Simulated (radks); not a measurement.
Coulomb parameter of the 4d shell of neutral silver in the model configuration [Kr] 4d9.5 5s1.5, as a second difference U = [E(n + 0.5) + E(n - 0.5) - 2 E(n)] / (0.5)^2 with all orbitals relaxed. "Bare": the charge of the atom changes with n. "Screened": the 5s shell takes up the change at fixed total charge, which measures U(4d,4d) + U(5s,5s) - 2 U(4d,5s). Calculated with a radial shooting solver on a logarithmic mesh with Libxc functionals: Dirac Kohn-Sham, PBEsol, spin-unpolarised, spherical densities, point nucleus; open shells are shared between the two j in proportion to 2j + 1.

case              configuration  E - E(n) (eV)
start          [Kr] 4d9.5 5s1.5          0.000
bare +0.5       [Kr] 4d10 5s1.5         -3.221
bare -0.5        [Kr] 4d9 5s1.5          5.944
screened +0.5     [Kr] 4d10 5s1         -1.766
screened -0.5      [Kr] 4d9 5s2          2.286

U(bare) = 10.889 eV, U(screened by 5s) = 2.082 eV. The step up makes a negative ion, whose loosely bound charge lowers the bare value.
